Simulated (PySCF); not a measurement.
# Successive Zr–Cl bond energies

Method: PBE0 in PySCF with Zr def2-TZVP with ECP28, Cl def2-TZVP; scalar-relativistic core potentials, no spin–orbit coupling; density-fitted integrals.

Each entry is the lowest minimum that a search over a few typed start shapes (and spin states, where more than one is plausible) found, or that minimum re-optimised at the stated level; isomers with ligand–ligand bonds, or fragments after loss of a ligand pair, can lie lower.

Total energies (Eh), which compare only within these settings: Cl atom -459.99741.

| species | 2S+1 | group | E (Eh) | ZPE (kJ/mol) |
| --- | --- | --- | --- | --- |
| ZrCl₂ | 3 | C2v | -967.25563 | 4.9 |
| ZrCl₃ | 2 | D3h | -1427.44599 | 8.7 |
| ZrCl₄ | 1 | Td | -1887.62261 | 13.2 |

(1) What are De and D0 for ZrCl₃ → ZrCl₂ + Cl?

(2) What are De and D0 for ZrCl₄ → ZrCl₃ + Cl?

## Answers

(1) De = [(-967.25563) + (-459.99741) − (-1427.44599)] × 2625.5 = 507 kJ/mol. The zero-point energy changes by -3.8 kJ/mol, so D0 = 503 kJ/mol.

(2) De = [(-1427.44599) + (-459.99741) − (-1887.62261)] × 2625.5 = 471 kJ/mol. The zero-point energy changes by -4.5 kJ/mol, so D0 = 466 kJ/mol.

Atoms and open shells are unrestricted, without spin–orbit or basis-set superposition corrections.

One determinant describes each species, so states of open d or f shells may be missed.
